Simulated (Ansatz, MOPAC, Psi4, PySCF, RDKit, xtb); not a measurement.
Pair of molecules: H2 (SMILES [H][H]) (first 2 atoms) with CH2O2 (SMILES O=CO); geometry from B3LYP-D3(BJ)/def2-TZVP, rigid monomers moved along the line of their centres of mass till H2···H7 is 2.94 Å.
(charge 0, multiplicity 1):
```xyz
7

H      0.0150     0.4129    -0.4402
H     -0.0776    -0.1963    -0.0196
O     -0.1085    -1.2255     3.5824
C      0.1004    -0.2191     4.1975
O      0.2965     0.9928     3.6551
H      0.1604    -0.1496     5.2911
H      0.2377     0.8989     2.6889
```

| level | interaction energy (kcal/mol) | minus CCSD(T)/CBS(aug-cc-pVDZ, aug-cc-pVTZ) | cost |
|---|---|---|---|
| UFF | -0.22 | 0.28 | - |
| GFN-FF | -0.14 | 0.35 | - |
| AM1 | -0.09 | 0.41 | - |
| PM6 | -0.06 | 0.44 | - |
| PM7 | -0.17 | 0.32 | - |
| GFN1-xTB | -0.24 | 0.26 | - |
| GFN2-xTB | -0.39 | 0.11 | - |
| HF/STO-3G (no counterpoise) | -0.10 | 0.40 | - |
| HF/3-21G (no counterpoise) | -0.29 | 0.20 | - |
| HF/6-31G* | -0.17 | 0.33 | - |
| HF/6-31G* (no counterpoise) | -0.26 | 0.23 | - |
| HF/aug-cc-pVDZ | -0.28 | 0.22 | - |
| HF/aug-cc-pVTZ | -0.30 | 0.20 | - |
| PBE/def2-TZVPPD | -0.46 | 0.04 | ×1 |
| PBE-D3(BJ)/def2-TZVPPD | -0.64 | -0.14 | ×1 |
| PBE-D4/def2-TZVPPD | -0.62 | -0.13 | ×1 |
| BP86/6-31G* (no counterpoise) | -0.12 | 0.37 | - |
| r2SCAN/def2-TZVPPD | -0.33 | 0.16 | ×2 |
| r2SCAN-D3(BJ)/def2-TZVPPD | -0.43 | 0.07 | ×2 |
| r2SCAN-D4/def2-TZVPPD | -0.41 | 0.08 | ×2 |
| B3LYP/3-21G (no counterpoise) | -0.33 | 0.16 | - |
| B3LYP/6-31G* (no counterpoise) | -0.30 | 0.19 | - |
| B3LYP/6-311+G** (no counterpoise) | -0.19 | 0.30 | - |
| B3LYP/def2-TZVPPD | -0.20 | 0.29 | ×1 |
| B3LYP-D3(BJ)/def2-TZVPPD | -0.44 | 0.05 | ×1 |
| B3LYP-D4/def2-TZVPPD | -0.43 | 0.07 | ×1 |
| PBE0/def2-TZVPPD | -0.42 | 0.08 | ×1 |
| PBE0-D3(BJ)/def2-TZVPPD | -0.59 | -0.09 | ×1 |
| PBE0-D4/def2-TZVPPD | -0.57 | -0.08 | ×1 |
| M06-2X/6-31G* (no counterpoise) | -0.50 | -0.01 | - |
| wB97X-V/def2-TZVPPD | -0.50 | 0.00 | ×3 |
| MP2/6-31G* | -0.20 | 0.30 | - |
| MP2/aug-cc-pVDZ | -0.41 | 0.08 | - |
| MP2/aug-cc-pVTZ | -0.46 | 0.04 | - |
| SCS-MP2/aug-cc-pVDZ | -0.37 | 0.13 | - |
| SCS-MP2/aug-cc-pVTZ | -0.41 | 0.09 | - |
| CCSD/aug-cc-pVTZ | -0.45 | 0.05 | - |
| CCSD(T)/aug-cc-pVDZ | -0.43 | 0.07 | ×5 |
| CCSD(T)/CBS(aug-cc-pVDZ, aug-cc-pVTZ) | -0.50 | 0.00 | ×200* |
| SAPT0/jun-cc-pV(D+d)Z | -0.38 | 0.12 | - |

 The comparison column counts from a level with limits of its own.

The rows run from -0.64 (PBE-D3(BJ)/def2-TZVPPD) to -0.06 kcal/mol (PM6). In aug-cc-pVDZ the value moves HF -0.28, MP2 -0.41, CCSD(T) -0.43, a shift of -0.15 from HF to CCSD(T). From aug-cc-pVDZ to aug-cc-pVTZ MP2 changes by -0.05. The dispersion term adds -0.18 in PBE-D3(BJ), -0.16 in PBE-D4, -0.09 in r2SCAN-D3(BJ). The 5 functionals in def2-TZVPPD without D3 or D4 span 0.29, from wB97X-V to B3LYP.

Counterpoise-corrected where a basis set is named; no monomer relaxation. Rows marked so take none. RDKit's UFF carries no charges.

Cores are frozen in the correlated methods. CBS: X⁻³ extrapolation of the correlation energy, Hartree–Fock from the larger set. Rows in 3-21G, 6-311+G**, 6-31G*, STO-3G carry no dispersion term and start afresh at each structure (6-31G* with six Cartesian d functions). MP2/6-31G* freezes PySCF's default core. The state that AM1, PM6, PM7 reach isn't checked; PM7 holds dispersion and hydrogen-bond terms.

Codes used: Ansatz (an electronic-structure program) with Gaussian orbitals; MOPAC for AM1, PM6, PM7 (differences of heats of formation); Psi4 for SAPT; PySCF for 3-21G rows, 6-311+G** rows, 6-31G* rows, STO-3G rows, the dispersion terms; RDKit for the force fields; xtb for the GFN methods. Values without a source in brackets are computed.

Costs are rough ratios of core time to PBE/def2-TZVPPD (about 2.0 s over the structures, on one shared machine); a dash marks a level with no comparable run of its own. A star marks coupled-cluster runs past 200 virtual orbitals, where the program's memory plan changes under this machine's limit, so their costs aren't comparable with smaller runs.
